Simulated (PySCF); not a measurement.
Delta-SCF ions had no search for a lower state. Excitations are Tamm–Dancoff values on a coarser integration grid. The basis has no diffuse functions, so Rydberg states are missing or too high.

**C₄H₁₃BN₂, SMILES `N(C)(C)BN(C)C` (C–N–B–N torsion -16°, N–B–N–C torsion -16°) (charge 0, multiplicity 1)**

Computed with PBE0-D4/def2-TZVP // PBE0-D4/def2-SVP in PySCF.

```yaml
HOMO: -5.88 eV
dipole_moment: 1.07 D
LUMO: 1.02 eV
HOMO–LUMO gap: 6.90 eV
S1 excitation (TDA): 5.74 eV
S1 oscillator strength: 0.006
brightest of the four lowest singlets (TDA): 6.17 eV
T1 excitation (TDA): 5.09 eV
S1–T1 gap (TDA): 0.65 eV
vertical ionisation energy (Delta-SCF): 7.62 eV
total_energy: -294.4104 Ha
cost: very roughly 8 core-minutes
```

```xyz
20

C      1.7355     0.9846    -0.0720
N      1.2341    -0.3591     0.0471
C      2.2674    -1.3271     0.3126
B     -0.1139    -0.7835    -0.1085
N     -1.2825     0.0262    -0.0932
C     -1.3926     1.3742     0.3987
C     -2.5341    -0.5073    -0.5667
H      2.0288     1.4280     0.9004
H      0.9981     1.6458    -0.5422
H      2.6377     0.9976    -0.7111
H      1.8445    -2.3400     0.3156
H      2.7492    -1.1591     1.2952
H      3.0678    -1.2865    -0.4512
H     -0.2870    -1.9743    -0.2734
H     -2.2792     1.4682     1.0526
H     -0.5185     1.6529     0.9990
H     -1.5124     2.1241    -0.4085
H     -3.3202    -0.4495     0.2107
H     -2.4114    -1.5591    -0.8556
H     -2.9113     0.0440    -1.4497
```
Charge 0, spin multiplicity 1.
